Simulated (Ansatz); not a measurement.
A CCSD(T) single point on `C[O][SnH2][OH]`.

```yaml
crystal:
  periodic: [false, false, false]
  atoms:
    - {symbol: C, position_ang: [-1.317582, -0.364808, 1.051331]}
    - {symbol: O, position_ang: [-0.760544, 0.140148, -0.134317]}
    - {symbol: Sn, position_ang: [1.175611, 0.095994, -0.451349]}
    - {symbol: O, position_ang: [1.282885, 0.923028, -2.216542]}
    - {symbol: H, position_ang: [-2.402935, -0.236754, 1.003400]}
    - {symbol: H, position_ang: [-0.960192, 0.165970, 1.945109]}
    - {symbol: H, position_ang: [-1.115997, -1.436507, 1.189716]}
    - {symbol: H, position_ang: [1.976615, 1.077595, 0.691950]}
    - {symbol: H, position_ang: [1.713817, -1.521172, -0.539426]}
    - {symbol: H, position_ang: [0.408333, 1.156507, -2.539873]}
basis:
  gaussian: {orbitals: def2-TZVPP}
correlation: {method: ccsd_t}
```

```sh
$ ansatz run in.yaml --threads 2 --pin off --events-out ev --progress --plain --max-ram 22528MiB --backend cuda --devices 0, --max-vram 18GiB
```

Output of Ansatz, abridged:

```
Functional definition: HF
1520 factors; integrals over basis functions are off by at most 1.1e-3 eV
mean field evaluation 1: about -11002.3500 eV, gradient 5.1e1 eV
mean field evaluation 2: about -11002.5711 eV, gradient 5.1e1 eV
mean field evaluation 4: about -11007.5776 eV, gradient 3.5e0 eV
mean field evaluation 8: about -11007.6354 eV, gradient 2.6e-1 eV
mean field -11007.63556332 eV, -404.5231457087 hartree, gradient 2.5e-6 eV, S^2 0.000000; 0 other end points of the search recorded, 0 dependent functions left out
7 core orbitals not correlated: weight in the atoms' cores, before any rotation towards them, 1.000 or more for the frozen orbitals, at most 0.000 for the correlated occupied ones
reference -11007.63556332 eV, -404.5231457087 hartree; 18, 18 occupied and 202, 202 virtual orbitals, 1520 factors
second order -26.94239012 eV of doubles, -0.00000000 eV of singles
cycle   1  -26.62376332 eV  change    3.2e-1 eV  update   1.2e-1
cycle   2  -27.28864922 eV  change   -6.6e-1 eV  update   3.7e-2
cycle   3  -27.44846478 eV  change   -1.6e-1 eV  update   2.0e-2
cycle   4  -27.43285443 eV  change    1.6e-2 eV  update   4.8e-3
cycle   5  -27.43011124 eV  change    2.7e-3 eV  update   2.2e-3
cycle   6  -27.43125213 eV  change   -1.1e-3 eV  update   7.4e-4
cycle   7  -27.43107486 eV  change    1.8e-4 eV  update   3.3e-4
cycle   8  -27.43097416 eV  change    1.0e-4 eV  update   9.9e-5
cycle   9  -27.43102136 eV  change   -4.7e-5 eV  update   3.8e-5
cycle  10  -27.43103309 eV  change   -1.2e-5 eV  update   1.3e-5
perturbative correction -0.92887865 eV, -0.0341356607 hartree
Total energy: -11035.99547505 eV, -405.5653532418 hartree
```

Run time 6 s (2 threads of an AMD EPYC 7R13 on a shared host and a share of an NVIDIA H100 80 GB); peak host memory 0.79 GiB.

MP2 recovers 95.0 % of the CCSD(T) correlation energy and the triples give 3.3 %; T1 = 0.0135.
